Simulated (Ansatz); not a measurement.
GeH5Br, singlet: a pair in one relaxed arrangement.

The input file, in.yaml:

```yaml
crystal:
  periodic: [false, false, false]
  atoms:
    - {symbol: Br, position_ang: [-0.931921, -0.225803, -3.027395]}
    - {symbol: H, position_ang: [0.139065, -0.154920, -2.092994]}
    - {symbol: Ge, position_ang: [0.150182, 0.076790, 1.033089]}
    - {symbol: H, position_ang: [1.125402, -0.005540, -0.156689]}
    - {symbol: H, position_ang: [-0.722567, -1.182820, 1.045934]}
    - {symbol: H, position_ang: [-0.725844, 1.323569, 0.870086]}
    - {symbol: H, position_ang: [0.965781, 0.168626, 2.327968]}
basis:
  gaussian: {orbitals: "def2-TZVPPD.json"}
hamiltonian: {xc: {name: B97M-V}}
```

The basis file named in the input lies beside it (Basis Set Exchange, JSON).

Command:

```bash
ansatz run in.yaml --threads 4 --pin off --events-out ev --progress --plain --max-ram 9574MiB
```

Output of Ansatz 0.2.0:

```
Functional definition: B97M-V
  name "B97M-V"
  cite "Mardirossian & Head-Gordon, J. Chem. Phys. 142, 074111 (2015) doi:10.1063/1.4907719"
  cite "Becke, J. Chem. Phys. 107, 8554 (1997) doi:10.1063/1.475007"
  cite "Vydrov & Van Voorhis, J. Chem. Phys. 133, 244103 (2010) doi:10.1063/1.3521275"
  # Of w^i u^j: cxij and so on, Table III.
  parameter cx00 = 1.000
  parameter cx01 = 1.308
  parameter cx02 = 1.901
  parameter cx10 = 0.416
  parameter cx11 = 3.070
  parameter css00 = 1.000
  parameter css02 = -1.855
  parameter css10 = -5.668
  parameter css32 = -20.497
  parameter css42 = -20.364
  parameter cos00 = 1.000
  parameter cos01 = 1.573
  parameter cos03 = -6.298
  parameter cos10 = 2.535
  parameter cos32 = -6.427
  parameter b = 6.0
  parameter c = 0.01
  gx(w, u) = cx00 + cx01*u + cx02*u^2 + (cx10 + cx11*u)*w
  gss(w, u) = css00 + css02*u^2 + css10*w + (css32*w^3 + css42*w^4)*u^2
  gos(w, u) = cos00 + cos01*u + cos03*u^3 + cos10*w + cos32*w^3*u^2
  exchange = spin_sum(e_x_unif_s*gx(b97_w, b97_u_x))
  correlation = spin_sum(e_c_pw_mod_same_spin*gss(b97_w, b97_u_same))
      + integral(e_c_pw_mod_opposite_spin*gos(b97_w_opposite, b97_u_opposite)) + vv10(b, c)
1088 factors; their error is unknown
mean field evaluation 1: about -126622.1769 eV, gradient 1.7e1 eV
mean field evaluation 2: about -126622.6016 eV, gradient 1.5e1 eV
mean field evaluation 4: about -126622.7881 eV, gradient 6.4e-1 eV
mean field evaluation 8: about -126622.7807 eV, gradient 2.1e-1 eV
mean field evaluation 16: about -126622.7808 eV, gradient 5.3e-5 eV
mean field -126622.78078136 eV, -4653.3013657115 hartree, gradient 5.3e-5 eV, S^2 0.000000; 0 other end points of the search recorded, 0 dependent functions left out
reference -126622.78086000 eV, -4653.3013686014 hartree; 36, 36 occupied and 160, 160 virtual orbitals, 1088 factors
Total energy: -126622.78086000 eV, -4653.3013686014 hartree
```

The lines “mean field evaluation” count trial sets of orbitals through the whole run, from several starts and some on an approximate energy, so they need not fall steadily or lie above the final value.

Hardware: 4 CPU threads of an Intel Xeon 6975P-C, shared host. Wall time about 2.5 s.
